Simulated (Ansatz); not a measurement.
The cluster BeSi₄⁻, relaxed as a doublet with UKS PBE-D4/def2-SVPD in Ansatz, starting from the GFN1-xTB geometry. Force threshold 0.02 eV/Å.

The structure comes from a short search, and lower isomers may exist.

Start:

```xyz
5

Be   -1.551   -1.098   -1.057
Si    1.201    1.067   -0.234
Si   -0.683   -0.281    0.661
Si    0.442    1.259    1.928
Si    0.591   -0.948   -1.298
```

| step | energy (eV) | largest force component (eV/Å) | SCF passes |
| --- | --- | --- | --- |
| 1 | -31883.8568 | 0.680 | 25 |
| 2 | -31884.0435 | 0.536 | 33 |
| 3 | -31884.1758 | 0.217 | 31 |
| 4 | -31884.2377 | 0.284 | 32 |
| 5 | -31884.2664 | 0.154 | 31 |
| 6 | -31884.2840 | 0.134 | 25 |
| 7 | -31884.2879 | 0.333 | 30 |
| 8 | -31884.2995 | 0.141 | 25 |
| 9 | -31884.3085 | 0.095 | 27 |
| 10 | -31884.3551 | 0.392 | 30 |
| 11 | -31884.4747 | 0.503 | 29 |
| 12 | -31884.6291 | 0.333 | 29 |
| 13 | -31884.7493 | 0.473 | 34 |
| 14 | -31884.7664 | 0.176 | 32 |
| 15 | -31884.7733 | 0.195 | 33 |
| 16 | -31884.7830 | 0.104 | 32 |
| 17 (rejected) | -31884.7743 | 0.215 | 25 |
| 18 | -31884.7846 | 0.022 | 29 |
| 19 | -31884.7847 | 0.008 | 29 |

Force components are those of the run's own axes.

End:

```xyz
5

Be   -0.9641    0.2640   -0.5570
Si    1.1901    0.7445   -0.4869
Si   -0.1898   -1.0181    1.0655
Si   -0.4649    1.2933    1.3690
Si    0.4288   -1.2837   -1.3907
```

Bonds formed: Be1–Si2, Be1–Si4 (atoms count from 1).

No frequencies were taken in this run, so the end may be a saddle point.

Run time 29 s (4 threads of Arm Neoverse V2 on a shared host).
